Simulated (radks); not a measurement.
Values are calculated unless marked as measured or tabulated.
Problem. These are the eigenvalues of the occupied orbitals of an atom or ion with whole-number occupations (hartree). Level of theory: non-relativistic Kohn-Sham, LDA (Slater exchange, VWN5 correlation), spin-polarised, spherical densities, point nucleus (a radial shooting solver on a logarithmic mesh with Libxc functionals).

orbital  eigenvalue
1s         -7.04430
2s         -0.71320

Which element is it, and in what charge state? The configuration may be excited. Open shells, if any, are filled with parallel spins first.

Solution. Z = 5, boron, charge +1: B+ in [He] 2s2. The 1s level, -7.0443 hartree, gives Z - s = 3.8 by -(Z - s)^2/2, which with screening narrows Z to a few neighbours, and with so few levels the electron count can be read from the list.
